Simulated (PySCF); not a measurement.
Spectra and structures to be paired. Method used: PySCF 2.14.0, density-fitted response routines, TDDFT PBE0/def2-SVPD, vertical, gas phase, core orbitals frozen in the response. Geometries: GFN2-xTB; one conformer of each isolated species. Triplets are in the Tamm–Dancoff approximation. Ions are computed without counter-ions or solvent.

A. `C=Cc1cnoc1`
B. `C=CC#C[C+](C)C`
C. `N#C[C@H]1C=CCO1`
D. `O=Cc1ccc[nH]1`
E. `O(/C=C/C#N)C=C`

Lowest singlet levels (six at most, fewer where fewer were computed) with oscillator strengths:

1. 201 nm (f 0.053); 185 nm (f 0.012); 171 nm (f 0.009); 169 nm (f 0.036); 164 nm (f 0.072); 163 nm (f 0.006); T1 4.35 eV
2. 426 nm (f 0.000); 301 nm (f 0.629); 222 nm (f 0.004); 213 nm (f 0.002); 213 nm (f 0.010); 205 nm (f 0.002); T1 2.15 eV
3. 220 nm (f 0.042); 213 nm (f 0.452); 196 nm (f 0.004); 185 nm (f 0.062); 184 nm (f 0.003); 183 nm (f 0.001); T1 3.47 eV
4. 233 nm (f 0.593); 199 nm (f 0.199); 195 nm (f 0.000); 188 nm (f 0.021); 188 nm (f 0.000); 183 nm (f 0.017); T1 3.43 eV
5. 308 nm (f 0.000); 249 nm (f 0.337); 227 nm (f 0.087); 192 nm (f 0.004); 174 nm (f 0.008); 171 nm (f 0.030); T1 3.22 eV

Question: Match each spectrum to its molecule.

Answer: 1 = C, 2 = B, 3 = A, 4 = E, 5 = D.
- A: S1 at 5.64 eV, HOMO→LUMO+1 (93%); Löwdin shares by element: HOMO carbon 75% or more (atoms not listed hold the other 25%); LUMO carbon 74% or more (atoms not listed hold the other 26%); HOMO -7.07 and LUMO -0.96 eV; point group Cs.
- B: S1 at 2.91 eV, HOMO-1→LUMO (100%); Löwdin shares by element: HOMO carbon 75% or more (atoms not listed hold the other 25%); LUMO carbon 73% or more (atoms not listed hold the other 27%); HOMO -12.71 and LUMO -8.42 eV.
- C: S1 at 6.17 eV, HOMO→LUMO (85%), HOMO-1→LUMO (11%); Löwdin shares by element: HOMO carbon 47% or more, oxygen 23% (atoms not listed hold the other 30%); LUMO carbon 67% or more, nitrogen 6% (atoms not listed hold the other 26%); HOMO -7.87 and LUMO -0.59 eV.
- D: S1 at 4.03 eV, HOMO-1→LUMO (98%); Löwdin shares by element: HOMO carbon 63% or more, oxygen 12% (atoms not listed hold the other 26%); LUMO carbon 50% or more, oxygen 23% (atoms not listed hold the other 28%); HOMO -6.91 and LUMO -1.50 eV; point group Cs, 1 of its 6 listed states under f = 0.0005.
- E: S1 at 5.32 eV, HOMO→LUMO (95%); Löwdin shares by element: HOMO carbon 37% or more, oxygen 19%, nitrogen 11% (atoms not listed hold the other 33%); LUMO carbon 63% or more, nitrogen 13% (atoms not listed hold the other 24%); HOMO -7.18 and LUMO -1.35 eV; point group Cs, 2 of its 6 listed states under f = 0.0005.
